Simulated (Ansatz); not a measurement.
`CB[TeH]` + `N[AsH2]` → `N[AsH][TeH]` + `BC` at 600 K and 1 bar (ligand exchange at a Te–B bond).

Program: Ansatz. Geometries: PBE0-D4/def2-TZVP. ΔE: electronic, gas phase. CCSD(T)/CBS is the MP2 limit (def2-TZVPP, def2-QZVPP) plus CCSD(T) − MP2 in def2-TZVPP, frozen cores. This one scheme is used for every species. def2 core potentials past Kr. For As, Te outer-core shells are correlated without core-valence functions, which leaves a few kJ/mol of doubt a bond. Scalar relativity is left out up to krypton. Each species was taken in one conformer, which may not be the lowest.

| species | CCSD(T)/CBS energy (Eh) | H − E (kJ/mol) | S (J/(mol·K)) |
| --- | --- | --- | --- |
| `CB[TeH]` | -333.59211 | 192.1 | 376.7 |
| `N[AsH2]` | -2292.09958 | 143.7 | 315.6 |
| `N[AsH][TeH]` | -2559.85306 | 157.0 | 403.0 |
| `BC` | -65.83255 | 180.5 | 296.9 |

H − E and S are ideal-gas, rigid-rotor, harmonic terms from PBE0-D4/def2-TZVP, for one conformer and one mirror image of each species. 1 Eh = 2625.50 kJ/mol, R = 8.31446 J/(mol·K).

Problem. By hand: ΔE, ΔH, ΔS and ΔG.

Solution. ΔE = (-2559.85306) + (-65.83255) − (-333.59211) − (-2292.09958) = 0.00608 Eh = 16.0 kJ/mol. Δ(H − E) = 157.0 + 180.5 − 192.1 − 143.7 = 1.7, so ΔH = 17.7 kJ/mol. ΔS = 403.0 + 296.9 − 376.7 − 315.6 = 7.6 J/(mol·K). ΔG = 17.7 − 600 × (7.6)/1000 = 13.1 kJ/mol.

Problem. By hand: the equilibrium constant, and the temperature at which ΔG would vanish if ΔH and ΔS stayed fixed.

Solution. log₁₀ K = −ΔG/(RT ln 10) = -1.1. ΔG = 0 at ΔH/ΔS = 2329 K, though so small a ΔS makes that figure unsure.

The number of gas molecules stays the same, so ΔS is small and ΔH decides. A doubt of 5 kJ/mol in ΔE shifts log₁₀ K by 0.4 here. Other conformers and mirror images would add mixing entropy, several J/(mol·K) or more a flexible species. These are equilibria of isolated gas molecules and say nothing of rates. Largest T1 diagnostic: 0.013 (customary marks: 0.02 for closed shells, 0.045 for open ones).
